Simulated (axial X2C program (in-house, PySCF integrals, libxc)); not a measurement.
**Potential curves of AsSe⁻, scalar-relativistic**

Calculated with an in-house relativistic program for diatomic molecules. Spin-free means the one-electron spin-free X2C Hamiltonian. Basis: Se dyall-acv3z [9s10p7d5f1g], As dyall-acv3z [10s10p7d5f1g] (cores contracted in-house); Gaussian nuclei, density fitting, unrestricted open shells. Masses: Se 79.917 u, As 74.922 u.

State: M_S = 1, Λ = 0 (beyond evenly filled blocks: π+α, π-α). Energies in eV from the fragments at the same level (Se- + As). Fits are polynomials in 1 − R0/R over 0.85 to 1.23 times the lowest point R0.

```json
{"R (Å)": "1.9636", "r2SCAN0": "-2.2030", "HF": "-0.3564", "CCSD": "", "CCSD(T)": ""}
{"R (Å)": "2.0539", "r2SCAN0": "-2.7909", "HF": "-0.9996", "CCSD": "-2.3058", "CCSD(T)": "-2.4370"}
{"R (Å)": "2.1216", "r2SCAN0": "-3.0323", "HF": "-1.2747", "CCSD": "-2.5901", "CCSD(T)": "-2.7299"}
{"R (Å)": "2.1893", "r2SCAN0": "-3.1469", "HF": "-1.4184", "CCSD": "-2.7423", "CCSD(T)": "-2.8908"}
{"R (Å)": "2.2570", "r2SCAN0": "-3.1654", "HF": "-1.4628", "CCSD": "-2.7940", "CCSD(T)": "-2.9511"}
{"R (Å)": "2.3360", "r2SCAN0": "-3.0968", "HF": "-1.4225", "CCSD": "-2.7601", "CCSD(T)": "-2.9268"}
{"R (Å)": "2.4150", "r2SCAN0": "-2.9585", "HF": "-1.3131", "CCSD": "-2.6535", "CCSD(T)": "-2.8285"}
{"R (Å)": "2.5166", "r2SCAN0": "-2.7132", "HF": "-1.1122", "CCSD": "-2.4453", "CCSD(T)": "-2.6277"}
{"R (Å)": "2.6407", "r2SCAN0": "-2.3553", "HF": "-0.8494", "CCSD": "", "CCSD(T)": ""}
{"R (Å)": "2.8213", "r2SCAN0": "-1.8027", "HF": "-0.5723", "CCSD": "", "CCSD(T)": ""}
```

Correlated methods: 12 electrons correlated (number of frozen shells: Se 3 s, 2 p, 1 d; As 3 s, 2 p, 1 d), 310 virtual spin orbitals or spinors in MP2, 89 natural virtuals in coupled cluster.

The state is one determinant whose occupation by symmetry is held fixed; it was picked as the lowest of a PBE0 search that is not exhaustive. Dissociation energies refer to the lowest single-determinant-based atoms at the same level and basis. Coupled cluster ran in a truncated set of natural virtual spinors; the MP2 energy of the rest was added. (T) has no such correction and the atoms are truncated less, which lowers De at CCSD(T) by a hundredth of an eV or more. PBE0 can misorder states that lie within some tenths of an eV, so this need not be the ground state of the molecule. The nearest other spin-free determinant of the search, M_S = 0, Λ = 2, lies 0.60 eV up at the distance of the search. The highest occupied level of some functionals is positive through self-interaction error; at Hartree–Fock it is bound. The determinant is spin-polarised beyond a pure state at some levels (its spin-free form has ⟨S²⟩ too high), which makes Re and μ there less reliable. Spin-free De lacks the spin–orbit lowering of the heavy p-block atom, a tenth of an eV or more for 4p and 5p, up to an eV for 6p and one to two eV for 7p atoms, less what an open-shell molecule gains itself. Hartree–Fock gets electron affinities wrong, so its lowest charge split need not be the true one. Coupled cluster ran on the points near the minimum only. MP2 and coupled cluster on one determinant become unreliable at the stretched end.

Q: What are Re, ωe and De at the r2SCAN0 level?

A: At r2SCAN0, spin-free: Re = 2.238 Å, ωe ≈ 346 cm⁻¹, De = 3.17 eV to Se- + As; Be follows as 0.0871 cm⁻¹.

Q: What are Re, ωe and De at the HF level?

A: At HF, spin-free: Re = 2.261 Å, ωe ≈ 333 cm⁻¹, De = 1.46 eV to Se- + As; Be follows as 0.0853 cm⁻¹.

Q: Fit the CCSD curve near its minimum: give the equilibrium distance, the harmonic wavenumber and the well depth.

A: At CCSD, spin-free: Re = 2.266 Å, ωe ≈ 333 cm⁻¹, De = 2.79 eV to Se- + As; Be follows as 0.0849 cm⁻¹.

Q: Fit the CCSD(T) curve near its minimum: give the equilibrium distance, the harmonic wavenumber and the well depth.

A: At CCSD(T), spin-free: Re = 2.274 Å, ωe ≈ 328 cm⁻¹, De = 2.95 eV to Se- + As; Be follows as 0.0843 cm⁻¹.
